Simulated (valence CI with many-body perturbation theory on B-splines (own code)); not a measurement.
As²⁷⁺: what each term of the Hamiltonian does

Calculated by relativistic CI+MBPT: four valence electrons over a frozen Dirac-Fock core [He], a basis of 11 s, 11 p, 9 d, 7 f, 5 g, 2 h, 1 i functions for each j, with the one-electron correlation potential Σ1 (screened to all orders), the two-electron term Σ2, the three-electron term Σ3, Breit, model QED; selected single and double excitations, second order for the rest (own B-spline code, finite nucleus).

The last digits are not significant, and no measured levels were compared; by estimate large intervals hold to a few tenths of a per cent, small ones and those within an open d or f shell to about a per cent. Among the levels kept, up to 260 cm⁻¹ of a level comes from second order outside the variational space, and about a tenth of that is noise between levels of different J, which matters for small intervals.

Each rung adds one term. CI alone is the Dirac-Coulomb CI over the frozen core; QED comes last and gives the full result, which names the levels. Energies are above (2s^2 2p1/2^2) J=0 on the same rung, in × 10³ cm⁻¹.

Levels are named by their leading jj configuration (3d3/2^4 stands for four electrons in 3d with j = 3/2), which in mixed levels can hold well under half, so a name can repeat and another be missing. Letters in brackets count levels of one name in rising energy.

| Level | CI alone | + Σ1 | + Σ2 | + Σ3 | + Breit | Full |
| --- | --- | --- | --- | --- | --- | --- |
| (2s^2 2p1/2 2p3/2) J=1 | 263.82 | 264.06 | 263.78 | 263.86 | 256.22 | 256.99 |
| (2s^2 2p1/2 2p3/2) J=2 | 341.05 | 341.31 | 341.19 | 341.14 | 327.89 | 328.68 |
| (2s^2 2p3/2^2) J=2 | 657.82 | 658.29 | 658.23 | 658.13 | 639.92 | 641.33 |
| (2s^2 2p3/2^2) J=0 | 825.10 | 825.54 | 826.29 | 825.86 | 812.89 | 814.05 |
| (2s 2p1/2^2 2p3/2) J=2 | 931.45 | 930.25 | 929.49 | 929.70 | 923.39 | 916.12 |
| (2s 2p1/2^2 2p3/2) J=1 | 1268.8 | 1267.6 | 1266.4 | 1266.0 | 1264.2 | 1256.7 |
| (2s 2p1/2 2p3/2^2) J=2 [a] | 1324.0 | 1322.9 | 1321.9 | 1321.7 | 1315.6 | 1308.5 |
| (2s 2p1/2 2p3/2^2) J=3 | 1427.8 | 1426.7 | 1425.7 | 1425.5 | 1409.5 | 1402.6 |
| (2s 2p1/2 2p3/2^2) J=0 | 1568.9 | 1567.8 | 1567.2 | 1566.8 | 1561.7 | 1554.8 |
| (2s 2p1/2 2p3/2^2) J=1 [a] | 1605.0 | 1604.0 | 1602.8 | 1602.4 | 1593.8 | 1587.0 |
| (2s 2p1/2 2p3/2^2) J=2 [b] | 1661.7 | 1660.7 | 1659.3 | 1658.8 | 1645.7 | 1638.9 |
| (2s 2p1/2 2p3/2^2) J=1 [b] | 1768.7 | 1767.6 | 1764.6 | 1763.6 | 1756.7 | 1749.5 |
| (2s 2p3/2^3) J=2 | 1937.0 | 1936.1 | 1934.1 | 1933.3 | 1918.1 | 1911.6 |
| (2s 2p3/2^3) J=1 | 2158.4 | 2157.5 | 2154.9 | 2153.9 | 2139.2 | 2132.8 |
| (2p1/2^2 2p3/2^2) J=2 | 2558.4 | 2555.8 | 2552.1 | 2551.2 | 2548.9 | 2533.7 |
| (2p1/2^2 2p3/2^2) J=0 | 2724.0 | 2721.5 | 2718.0 | 2717.0 | 2718.4 | 2703.3 |
| (2p1/2 2p3/2^3) J=1 | 2854.4 | 2852.1 | 2848.4 | 2847.5 | 2840.6 | 2826.0 |
| (2p1/2 2p3/2^3) J=2 | 2951.2 | 2948.9 | 2945.5 | 2944.6 | 2933.3 | 2918.6 |
| (2p3/2^4) J=0 | 3374.8 | 3372.7 | 3369.5 | 3368.5 | 3356.7 | 3342.9 |
| (2s^2 2p1/2 3s) J=0 | 13330 | 13332 | 13332 | 13331 | 13315 | 13317 |
| (2s^2 2p1/2 3s) J=1 | 13343 | 13345 | 13345 | 13345 | 13327 | 13330 |
| (2s^2 2p1/2 3p1/2) J=1 | 13572 | 13575 | 13574 | 13574 | 13559 | 13559 |
| (2s^2 2p3/2 3s) J=2 | 13672 | 13675 | 13674 | 13674 | 13648 | 13651 |
| (2s^2 2p1/2 3p1/2) J=0 | 13684 | 13686 | 13685 | 13685 | 13671 | 13671 |
| (2s^2 2p3/2 3s) J=1 | 13702 | 13705 | 13704 | 13704 | 13678 | 13682 |
| (2s^2 2p1/2 3p3/2) J=1 | 13703 | 13705 | 13705 | 13704 | 13688 | 13688 |
| (2s^2 2p1/2 3p3/2) J=2 | 13715 | 13717 | 13717 | 13716 | 13698 | 13699 |
| (2s^2 2p1/2 3d3/2) J=2 | 13939 | 13942 | 13942 | 13941 | 13923 | 13923 |
| (2s^2 2p3/2 3p1/2) J=1 | 13947 | 13949 | 13948 | 13948 | 13929 | 13928 |
| (2s 2p1/2^2 3s) J=1 | 13966 | 13968 | 13968 | 13967 | 13952 | 13949 |
| (2s^2 2p3/2 3p1/2) J=2 | 13980 | 13982 | 13982 | 13981 | 13957 | 13958 |

(1) How does the ionisation energy move along the ladder, and which term matters most?

Results:

(1) CI alone 2944.6, + Σ1 2944.9, + Σ2 2944.9, + Σ3 2944.8, + Breit 2942.3, + QED 2942.4 eV. The largest step is Breit, -2.5 eV. NIST lists 2938 ± 3 eV (semi-empirical).
